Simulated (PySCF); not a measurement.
# `C[C@@H](S)[C@H]1C[C@@H]1C#N`, C₆H₉NS

Geometry:
```tsv
atom	x (Å)	y (Å)	z (Å)
C1	-2.173	-0.278	0.328
C2	-0.942	-0.091	-0.545
S3	-1.169	1.332	-1.696
C4	0.305	0.094	0.277
C5	1.167	-1.080	0.617
C6	1.657	-0.062	-0.384
C7	2.698	0.825	-0.004
N8	3.529	1.542	0.320
H9	-2.320	0.588	0.972
H10	-3.059	-0.404	-0.290
H11	-2.052	-1.159	0.955
H12	-0.826	-0.942	-1.222
H13	-1.260	2.263	-0.749
H14	0.226	0.878	1.022
H15	0.891	-2.051	0.235
H16	1.643	-1.105	1.587
H17	1.677	-0.338	-1.432
```

The calculation used PySCF, TDDFT PBE0/def2-SVPD circular dichroism and optical rotation, one conformer, gas phase. Geometry: GFN2-xTB.

The molecule is flexible and this is one conformer; a measurement averages over conformers. States above about 7.1 eV (minus the energy of the highest occupied orbital) lie near or above the ionisation threshold and depend on the basis.

Q: Assign R or S to each stereocentre.

A: C2 R, C4 S, C6 S.

Q: List the lowest 12 singlet excitations with oscillator and rotatory strengths.

A: Rotatory strengths R in 10⁻⁴⁰ esu² cm², velocity form and length form (origin at the centre of mass); f in length form.
| state | E (eV) | λ (nm) | f | R (velocity) | R (length) | main |
| --- | --- | --- | --- | --- | --- | --- |
| 1 | 5.55 | 223 | 0.002 | -0.7 | -0.7 | HOMO→LUMO 0.87 |
| 2 | 6.27 | 198 | 0.031 | +7.8 | +7.5 | HOMO→LUMO+2 0.56, HOMO→LUMO+1 0.37 |
| 3 | 6.48 | 191 | 0.014 | -7.2 | -7.4 | HOMO→LUMO+1 0.55, HOMO→LUMO+2 0.24 |
| 4 | 6.91 | 179 | 0.009 | -1.2 | -1.2 | HOMO→LUMO+3 0.79, HOMO→LUMO+2 0.14 |
| 5 | 7.09 | 175 | 0.005 | -3.7 | -3.4 | HOMO→LUMO+4 0.87 |
| 6 | 7.18 | 173 | 0.010 | +4.9 | +4.7 | HOMO→LUMO+5 0.49, HOMO−1→LUMO+1 0.13 |
| 7 | 7.22 | 172 | 0.003 | -5.7 | -5.5 | HOMO→LUMO+5 0.29, HOMO−1→LUMO+1 0.23 |
| 8 | 7.40 | 167 | 0.018 | -12.1 | -11.8 | HOMO→LUMO+6 0.79, HOMO→LUMO+5 0.11 |
| 9 | 7.58 | 164 | 0.044 | -45.9 | -45.8 | HOMO−1→LUMO 0.55, HOMO−1→LUMO+1 0.23 |
| 10 | 7.67 | 162 | 0.021 | +23.8 | +24.4 | HOMO−2→LUMO 0.42, HOMO−1→LUMO+2 0.16 |
| 11 | 7.83 | 158 | 0.014 | -6.3 | -6.9 | HOMO→LUMO+7 0.90 |
| 12 | 7.88 | 157 | 0.022 | +8.6 | +8.0 | HOMO−2→LUMO 0.19, HOMO−1→LUMO+2 0.17 |

Among the states computed, the strongest CD band (largest |R|) is state 9. The largest dissymmetry factor in size, g = 4R/(D+G), with D and G the electric and magnetic dipole strengths, is -0.02 for state 7 (velocity form, f = 0.003), among bands with |R| over 0.5. The mirror image has the same energies and oscillator strengths and all R with the opposite sign.
